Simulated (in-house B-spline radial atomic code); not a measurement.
**How G0W0 and RPA depend on the start: K⁷⁺**

Configuration [Ne] 3s2. Computed with a B-spline radial code for spherical atoms: all electrons, scalar-relativistic (spin-free one-electron X2C), finite nucleus, each spin shell either full or empty, empty states to l = 9 with an (l + 1/2)⁻⁴ tail; G0W0 by contour deformation at full frequency.

```csv
start,mean-field 3s (eV),G0W0 (eV),QP weight,RPA correlation (Eh)
Hartree-Fock,-152.89,-155.12,0.978,-0.70798
LDA VWN5,-145.92,-155.68,0.961,-0.79542
PBE,-145.80,-155.62,0.961,-0.79376
PBE0,-147.86,-155.48,0.967,-0.76744
r2SCAN,-146.08,-155.58,0.963,-0.78078
HSE06,-147.52,-155.50,0.966,-0.77051
B3LYP (VWN-RPA),-147.67,-155.51,0.966,-0.77288
SCAN,-146.15,?,?,?
TPSS,-145.90,-155.60,0.962,-0.78913
BHandHLYP,-149.91,-155.34,0.971,-0.7454
CAM-B3LYP,-149.61,-155.41,0.970,-0.75986
LC-wPBE,-151.19,-155.36,0.972,-0.75731
wB97X,-150.67,-155.33,0.972,-0.75421
PBEsol,-145.68,-155.64,0.961,-0.79407
BLYP,-145.86,-155.62,0.961,-0.79429
r2SCAN0,-148.04,-155.46,0.968,-0.75915
LDA exchange-only,-144.19,?,?,?
```

**Question.** What G0W0 level, weight and RPA correlation energy follow from the LDA exchange-only start?

**Answer.** G0W0 level -155.66 eV, weight 0.962, RPA correlation -0.79501 hartree.

**Question.** What G0W0 level, weight and RPA correlation energy follow from the SCAN start?

**Answer.** G0W0 level -155.58 eV, weight 0.963, RPA correlation -0.78072 hartree.

**Question.** How much of the dependence on the start does G0W0 remove?

**Answer.** The mean-field levels span 8.71 eV and the G0W0 levels 0.564 eV. Against 154.87 ± 0.05 eV (NIST, semi-empirical) the G0W0 removal energies are off by +0.25 to +0.81 eV, with spin-orbit coupling, Breit and QED terms left out.
